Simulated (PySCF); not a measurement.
## Löwdin shares of the frontier orbitals

Species: benzocyclobutene, C8H8.
SMILES with atom numbers: `[cH:1]1[cH:2][cH:3][c:4]2[c:5]([cH:6]1)[CH2:7][CH2:8]2` (hydrogens: H9 on C1; H10 on C2; H11 on C3; H12 on C6; H13, H14 on C7; H15, H16 on C8)

Geometry (GFN2-xTB, Å), atoms numbered from 1 in this order:
```xyz
16
C8H8 angstrom
C      2.050    0.328   -0.495
C      1.981   -0.363    0.705
C      0.762   -0.722    1.283
C     -0.357   -0.344    0.586
C     -0.287    0.352   -0.621
C      0.906    0.707   -1.197
C     -1.787    0.405   -0.769
C     -1.864   -0.370    0.577
H      3.022    0.578   -0.897
H      2.900   -0.631    1.207
H      0.727   -1.262    2.218
H      0.979    1.244   -2.132
H     -2.216    1.406   -0.745
H     -2.181   -0.133   -1.630
H     -2.305   -1.363    0.507
H     -2.337    0.175    1.392
```

Computed, not measured: PySCF 2.14.0, density-fitted response routines, TDDFT B3LYP/def2-SVPD, vertical, gas phase, core orbitals frozen in the response.

Frontier orbitals with the atoms that hold most of them (Löwdin shares over 4%, at most four atoms; ? is withheld):

```tsv
orbital	ε (eV)	atoms
LUMO+2	0.68	C8 16%, C7 16%, H13 7%, H15 7%
LUMO+1	-0.07	C1 20%, C2 20%, C4 17%, C5 17%
LUMO	?	?
HOMO	-6.63	?
HOMO-1	-6.98	C6 24%, C3 24%, C2 11%, C1 11%
HOMO-2	-8.66	C5 18%, C4 18%, C7 10%, C8 10%
HOMO-3	-8.95	C7 14%, C8 14%, C5 12%, C4 12%
```

(1) Give the leading atoms of the LUMO.

(2) Which atoms hold the HOMO, and with what shares?

(3) What is the LUMO energy, and the HOMO–LUMO gap?

Answers

(1) C6 (bonded to 2 C and H) 21%; C3 (bonded to 2 C and H) 21%; C2 (bonded to 2 C and H) 10%; C1 (bonded to 2 C and H) 10%.

(2) C1 (bonded to 2 C and H) 19%; C2 (bonded to 2 C and H) 19%; C4 (bonded to 3 C) 18%; C5 (bonded to 3 C) 18%.

(3) ε(LUMO) = -0.44 eV; the gap is 6.19 eV (0.2276 hartree).

Task: How does S1 compare with the orbital gap of 6.19 eV?

Result: S1 is at 5.29 eV (f = 0.031), 0.90 eV below the gap, made of HOMO→LUMO (71%), HOMO-1→LUMO+1 (29%). 

Next come S2 at 5.99 eV (f 0.0000), HOMO→LUMO+1 (53%), HOMO-1→LUMO (46%); S3 at 6.47 eV (f 0.0071), HOMO→LUMO+2 (96%); S4 at 6.79 eV (f 0.0020), HOMO→LUMO+3 (96%); S5 at 6.83 eV (f 0.0010), HOMO-1→LUMO+2 (89%).

Löwdin shares depend on the basis, the more so with diffuse functions.
